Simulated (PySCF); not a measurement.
**Structure revision by computed shifts**

A compound C$_{7}$H$_{13}$OPSi gives the data below (simulated from a calculation) and was assigned the structure `Cc1occ([Si](C)(C)C)p1`.

¹³C{¹H} NMR (computed): δ 207.9 (C), 171.8 (C), 140.7 (CH), 21.5 (CH3), -0.6 (CH3, 3C).

¹H NMR (300 MHz, computed): δ 7.42 (m, 1H), 2.84 (m, 3H), 0.28 (s, 9H).

[PySCF 2.14: geometry from GFN2-xTB; GIAO PBE0/pcSseg-1 shieldings; no solvent; one computed conformer; averaged over atoms made equivalent by symmetry, fast rotation or ring inversion; non-relativistic Hamiltonian]

Scale: ¹H (σref 31.72) and ¹³C (σref 186.93) vs TMS (reference shieldings calculated alike).

Q: Compare with the shifts computed for the proposed structure, pairing carbons in order of shift.

A: Mapped SMILES: `[CH3:1][c:2]1[o:3][cH:4][c:5]([Si:6]([CH3:7])([CH3:8])[CH3:9])[p:10]1`. Hydrogens are named by the atom that carries them.

| atom | computed for proposal | given list | difference |
| --- | --- | --- | --- |
| C2 | 207.8 | 207.9 | -0.1 |
| C4 | 155.3 | 171.8 | -16.5 |
| C5 | 143.5 | 140.7 | +2.8 |
| C1 | 21.6 | 21.5 | +0.1 |
| C7 | 0.7 | -0.6 | +1.3 |
| C8 | 0.7 | -0.6 | +1.3 |
| C9 | 0.7 | -0.6 | +1.3 |

The rms difference is 6.4 ppm and the largest -16.5 ppm at C4 (aromatic CH next to the ring oxygen). The carbon types in order of shift don't match either: C, CH, C, CH3, CH3, CH3, CH3 for the proposal against C, C, CH, CH3, CH3, CH3, CH3 in the data. The proposal doesn't fit.

Q: Which isomer fits?

A: `Cc1oc([Si](C)(C)C)cp1`.

δC 207.9, 171.8: substituted aromatic carbon next to the ring oxygen. δC 140.7: aromatic CH. δC 21.5: methyl carbon on an aromatic ring; saturated and bonded to C and H only. δH 0.28: hydrogen on a methyl carbon bonded to Si; an electropositive neighbour shields it, as in TMS itself.

This is the structure that produced the data.

Splittings by ³¹P in the carbon and heteronuclear signals aren't shown, as no couplings were computed. Shifts are as computed. Against solution values, carbons near 30 ppm lie about +3 ppm off and those near 130 ppm about +5 ppm. Of 1211 compounds with measured shifts, 218 miss one by over three times the rms of a fit or turn the order of signals round; such compounds aren't used in these exercises. Multiplicities follow the n + 1 count of equivalent neighbours, as no J values were calculated; m marks all less simple cases, F and P coupling included.
